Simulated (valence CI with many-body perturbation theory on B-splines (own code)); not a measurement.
Which ion has this spectrum?

A relativistic CI+MBPT calculation for an atom or ion with 7 electrons gives these levels (eV):

| J | Parity | E | g |
| --- | --- | --- | --- |
| 3/2 | odd | 0.0 | 1.30 |
| 3/2 | odd | 1887.5 | 1.43 |
| 5/2 | odd | 1910.5 | 1.16 |
| 1/2 | odd | 1969.6 | 0.61 |
| 5/2 | even | 2272.6 | 1.43 |
| 1/2 | even | 2389.3 | 1.98 |
| 3/2 | even | 2390.4 | 1.16 |
| 3/2 | odd | 3861.8 | 1.28 |
| 3/2 | even | 4191.0 | 1.58 |
| 5/2 | even | 4233.5 | 1.28 |
| 1/2 | even | 4307.4 | 1.33 |
| 3/2 | even | 4314.5 | 1.00 |
| 3/2 | odd | 4739.4 | 1.29 |
| 1/2 | even | 6215.6 | 1.89 |

The energies are calculated, and their last digits are not significant.

Question: Which is it?
A. Ir70+
B. Pb75+
C. Au72+
D. Os69+

Answer: C. Au72+, ground level (2s^2 2p1/2^2 2p3/2) J=3/2.
